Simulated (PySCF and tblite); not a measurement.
Values are calculated unless marked as measured or tabulated.
trichloro(2-chloroethyl)silane, C2H4Cl4Si, numbered as in [Cl:1][CH2:2][CH2:3][Si:4]([Cl:5])([Cl:6])[Cl:7].

Search: ETKDG and KDG, MMFF94s, GFN2-xTB, 90 starts; geometries at PBE0-D3(BJ)/def2-SVP. Energies: TPSS-D3(BJ)/6-31+G*, with GFN2-xTB thermal terms (modes under about 100 cm⁻¹ blended into free rotors). Symmetry numbers and mirror images are counted. Conformers within 3 kcal/mol (GFN2-xTB free energy) were kept, 4 at most. GIAO shieldings: PBE/pcSseg-1, SCF tolerance 1e-07. Shifts are against TMS (¹H), TMS (¹³C), TMS (²⁹Si) at the same level. (PySCF 2.14, tblite 0.8.)

(1) Predict the averaged NMR shifts at 298.15 K.

(2) How do the conformers differ?

Unscaled ²⁹Si shifts at such levels can be off by tens of ppm; differences between conformers or isomers are more reliable. Shifts are unscaled: against experiment ¹³C can be off by 15 ppm or more and ¹H by 0.8 ppm.

Results:

(1) ¹H: 3.48 (H2, 2H), 1.56 (H3, 2H) ppm. ¹³C: 45.2 (C2), 35.4 (C3) ppm. ²⁹Si: 37.1 (Si4) ppm.

(2) Torsions listed: Cl1–C2–C3–Si4. Of a mirror pair one member is shown.
```json
{"conformer": "1", "shape": "179°", "weight %": "87.4"}
{"conformer": "2", "shape": "62°", "weight %": "12.6"}
```

| signal | 1 | 2 | average |
| --- | --- | --- | --- |
| H2 | 3.45 | 3.69 | 3.48 |
| H3 | 1.57 | 1.53 | 1.56 |
| C2 | 45.1 | 46.2 | 45.2 |
| C3 | 35.5 | 34.5 | 35.4 |
| Si4 | 36.5 | 41.1 | 37.1 |
